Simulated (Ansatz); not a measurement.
Cl$_{2}$OV (SMILES [O]=[V+]([Cl])[Cl]), charge +1, singlet, geometry from GFN2-xTB (such geometries of metal compounds can be far from the true shape) (the multiplicity is a formal guess); SC-NEVPT2/6-31G, CASSCF(4,6) (Ansatz, a quantum-chemistry and plane-wave program).

Input for Ansatz:
Ansatz 0.2 input:
```yaml
crystal:
  periodic: [false, false, false]
  atoms:
    - {symbol: V, position_ang: [0.46927137, 0.29766380, 0.05269173]}
    - {symbol: O, position_ang: [1.50730362, -0.71212755, -0.39439027]}
    - {symbol: Cl, position_ang: [-0.51794109, -0.54432654, 1.56818273]}
    - {symbol: Cl, position_ang: [-0.82627483, 0.47672376, -1.45387613]}
basis:
  gaussian:
    orbitals: 6-31G
total_charge: 1
magnetization: {spin_polarized: false}
correlation: {method: sc_nevpt2, electrons: all, active_space: {window: {electrons: 4, orbitals: 6}}}
```

What the program printed (banner, timings and long lists left out):

```
Functional definition: HF
755 factors; integrals over basis functions are off by at most 3.0e-4 eV
mean field evaluation 1: about -52663.0512 eV, gradient 9.4e1 eV
mean field evaluation 2: about -52663.2513 eV, gradient 9.4e1 eV
mean field evaluation 4: about -52678.0424 eV, gradient 6.8e1 eV
mean field evaluation 8: about -52685.3412 eV, gradient 7.3e-1 eV
mean field evaluation 16: about -52685.3753 eV, gradient 1.1e-4 eV
mean field evaluation 32: about -52663.0865 eV, gradient 7.0e1 eV
mean field evaluation 64: about -52685.3746 eV, gradient 1.4e-1 eV
mean field -52685.37530728 eV, -1936.1518311127 hartree, gradient 2.3e-6 eV, S^2 0.000000; 0 other end points of the search recorded, 0 dependent functions left out; unrestricted orbitals would lower it
reference -52685.37530728 eV, -1936.1518311127 hartree; 32, 32 occupied and 32, 32 virtual orbitals, 755 factors
state -52689.54293036 eV, -1936.3049884357 hartree
state -52689.54293036 eV, -1936.3049884357 hartree; corrected -52702.02057799 eV, -1936.7635335284 hartree
Total energy: -52702.02057799 eV, -1936.7635335284 hartree
```
